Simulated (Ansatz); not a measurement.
Sn₂S₄. Total charge 0; singlet. Geometry PBE-D4/def2-SVP.

Cartesian coordinates in Å:
```
Sn 0.1063 -1.9637 0.7848
Sn -0.8163 2.1062 0.8670
S 0.1611 -0.6589 -1.6345
S 1.9724 -0.7774 -0.5738
S -0.6350 1.2897 -1.5292
S -0.7885 0.0041 2.0857
```

In the def2 sets Sn takes a core potential; there is no spin–orbit coupling. Another isomer (singlet) lies 0.07 eV lower at PBE0-D4/def2-TZVP; other spin states weren't run for this one.

**Question.** Estimate the orbital energies around the gap (eV) in Ansatz with HF/def2-TZVP, PBE-D4/def2-TZVP, r2SCAN-D4/def2-TZVP, B97M-V/def2-TZVP, PBE0-D4/def2-TZVP.

**Answer.** 
```
orbital  HF/def2-TZVP  PBE-D4/def2-TZVP  r2SCAN-D4/def2-TZVP  B97M-V/def2-TZVP  PBE0-D4/def2-TZVP
 HOMO−5        -10.50             -6.90                -7.20             -7.13              -8.00
 HOMO−4        -10.32             -6.69                -6.99             -6.93              -7.79
 HOMO−3         -9.84             -6.37                -6.65             -6.57              -7.40
 HOMO−2         -9.73             -6.25                -6.53             -6.50              -7.32
 HOMO−1         -9.09             -5.96                -6.22             -6.14              -6.93
   HOMO         -8.61             -5.61                -5.85             -5.78              -6.56
   LUMO         -0.21             -3.53                -3.51             -3.45              -2.89
 LUMO+1          0.66             -2.68                -2.60             -2.54              -2.00
 LUMO+2          1.27             -2.51                -2.44             -2.31              -1.74
 LUMO+3          1.74             -2.22                -2.09             -1.94              -1.38
 LUMO+4          1.97             -1.64                -1.44             -1.43              -0.93
 LUMO+5          2.28             -1.51                -1.28             -1.27              -0.76
```
